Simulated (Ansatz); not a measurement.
Start from `[SiH3][GeH2][GaH2]` and change one atom or group to get `[SiH3][GeH2][Cl]`.

Ansatz, PBE0-D4/def2-TZVP geometries, multiplicity 1. 

Scalar relativity is left out up to krypton.

```json
{"property": "LUMO energy (PBE/def2-TZVPP) / eV", "`[SiH3][GeH2][GaH2]`": "-2.93"}
{"property": "LUMO energy (B3LYP/def2-TZVPP) / eV", "`[SiH3][GeH2][GaH2]`": "-2.41"}
{"property": "HOMO–LUMO gap (B3LYP/def2-TZVPP) / eV", "`[SiH3][GeH2][GaH2]`": "4.80"}
{"property": "HOMO energy (PBE/def2-TZVPP) / eV", "`[SiH3][GeH2][GaH2]`": "-6.42"}
{"property": "LUMO energy (ωB97M-V/def2-TZVPP) / eV", "`[SiH3][GeH2][GaH2]`": "-0.48"}
{"property": "HOMO energy (B3LYP/def2-TZVPP) / eV", "`[SiH3][GeH2][GaH2]`": "-7.21"}
```

(1) What does the change do to each property? (Estimate.)

## Answers

(1) Ansatz gave: 
```
                             property  `[SiH3][GeH2][Cl]`  shift
    LUMO energy (PBE/def2-TZVPP) / eV               -1.55   1.38
  LUMO energy (B3LYP/def2-TZVPP) / eV               -0.89   1.52
HOMO–LUMO gap (B3LYP/def2-TZVPP) / eV                7.03   2.23
    HOMO energy (PBE/def2-TZVPP) / eV               -6.94  -0.52
LUMO energy (ωB97M-V/def2-TZVPP) / eV                1.20   1.68
  HOMO energy (B3LYP/def2-TZVPP) / eV               -7.92  -0.71
```

With PBE0 the HOMO falls by 0.73 eV and the LUMO rises by 1.49 eV, so the gap widens by about 2.22 eV. PBE moves the HOMO by -0.52 eV and ωB97M-V by -0.85 eV. The zero-point energy changes by -30.5 kJ/mol with -6 modes.

B3LYP here is the variant with VWN-RPA as its local correlation; programs differ in this.
